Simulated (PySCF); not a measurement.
Isomers of C6H18BN, from PBE0-D3(BJ)/def2-SVP geometry optimisation, gas phase (PySCF). One conformer each, no zero-point energy, no frequencies.

Problem. Which is lower in electronic energy at this level?
A. `[CH3:1][CH2:2][CH2:3][B@H-:4]([NH3+:5])[CH:6]([CH3:7])[CH3:8]` with C1–C2–C3–B4 -178°, C2–C3–B4–N5 -65°, C3–B4–C6–C7 54°: A = 3520, B = 870.2, C = 807.9 MHz, dipole 4.34 D
B. `[BH3-:1][N+:2]([CH3:3])([CH3:4])[CH2:5][CH:6]([CH3:7])[CH3:8]` with B1–N2–C5–C6 -65°, N2–C5–C6–C7 136°: A = 2967, B = 1269, C = 1134 MHz, dipole 4.78 D

Solution. A. That is `CCC[B@@H-](C(C)C)[NH3+]`, 25.2 kcal/mol below the other.

```
                SMILES                                                  mapped SMILES      E (Eh)  relative (kcal/mol)  relative (kJ/mol)  dipole (D)
CCC[B@H-]([NH3+])C(C)C  [CH3:1][CH2:2][CH2:3][B@H-:4]([NH3+:5])[CH:6]([CH3:7])[CH3:8]  -318.50032                  0.0                0.0        4.34
[BH3-][N+](C)(C)CC(C)C  [BH3-:1][N+:2]([CH3:3])([CH3:4])[CH2:5][CH:6]([CH3:7])[CH3:8]  -318.46021                 25.2              105.3        4.78
```

As drawn, the lower has an N–H bond, which the higher lacks.
